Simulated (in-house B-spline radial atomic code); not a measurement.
## One electron outside the [Ar] 3d10 core: Ba²⁷⁺

Computed with an all-electron radial atomic-structure program (B-spline basis), no-pair Dirac-Coulomb Hamiltonian, finite nucleus. Rungs: frozen-core Dirac-Hartree-Fock (DHF); Brueckner orbitals from the second-order correlation potential; the same with the Coulomb interaction screened by the core and the hole-particle interaction summed; Breit and QED terms from differences of relaxed Dirac-Fock atoms, where computed. Partial waves beyond l = 6 are extrapolated. The tables show a selection of states; those near core-excited levels, with erratic corrections or far from their DHF start are never shown.

Command:
```bash
python run_mb.py task.json out
```
Settings (nuclear radius in fm, box in bohr, cutoff in hartree):
```
basis_form          2
Z                   56
core_configuration  [Ar] 3d10
rms_radius          4.8378
mass_number         138
speed_of_light      137.036
box_radius          7.543
lmax                6
intervals           61
virtual_cutoff      6272.0
```

Run time, properties included: 88 s on 1 thread of Intel(R) Xeon(R) Platinum 8488C, on a shared host.

Removal energies (eV):

```csv
state,DHF,second order,screened,Breit + QED,final
4s1/2,975.884,977.615,977.513,-0.918,976.596
4p1/2,918.622,920.389,920.29,-0.813,919.476
4p3/2,896.033,897.657,897.568,-0.543,897.025
4d3/2,803.382,805.11,805.019,-0.309,804.71
4d5/2,798.769,?,?,?,?
4f5/2,700.235,701.814,701.762,-,-
4f7/2,699.471,701.016,700.967,-,-
5s1/2,571.667,?,?,?,?
5p1/2,544.768,545.632,545.561,-0.366,545.195
5p3/2,534.52,535.337,535.271,-0.245,535.026
```

Q: What does correlation do to 4d5/2?

A: It adds 1.68 eV to the removal energy in second order and 1.592 eV with screening; Breit and QED add -0.184 eV, for a final 800.177 eV.

Q: What does correlation do to 5s1/2?

A: It adds 0.841 eV to the removal energy in second order and 0.7707 eV with screening; Breit and QED add -0.405 eV, for a final 572.032 eV.

Q: How does the lowest state compare with the NIST ionisation energy?

A: 4s1/2 is bound by 976.6 eV, without recoil; NIST lists 976.62 ± 0.11 eV (semi-empirical), a difference of -0.024 eV.

Electric-dipole lines from 4s1/2 (reduced matrix elements in atomic units, length form, static core polarisation, sign of DHF taken positive):

```
upper     DHF  + core polarisation  + Brueckner  λ (nm)   A (s⁻¹)
4p1/2  0.4859               0.4664       0.4656  21.706  2.15e+10
4p3/2  0.6952               0.6678       0.6667  15.582  5.95e+10
```

Magnetic hyperfine constants per unit nuclear g factor (MHz, nucleus as a uniformly magnetised ball; they apply to isotopes with nuclear spin):

| state | DHF | + core polarisation | + Brueckner |
| --- | --- | --- | --- |
| 4s1/2 | 402000 | 420500 | 423700 |
| 4p1/2 | 122300 | 128300 | 129300 |
| 4p3/2 | 18180 | 18740 | 18890 |
| 5s1/2 | 179600 | 186900 | 187800 |
| 5p1/2 | 55520 | 57970 | 58250 |
| 5p3/2 | 8337 | 8484 | 8528 |
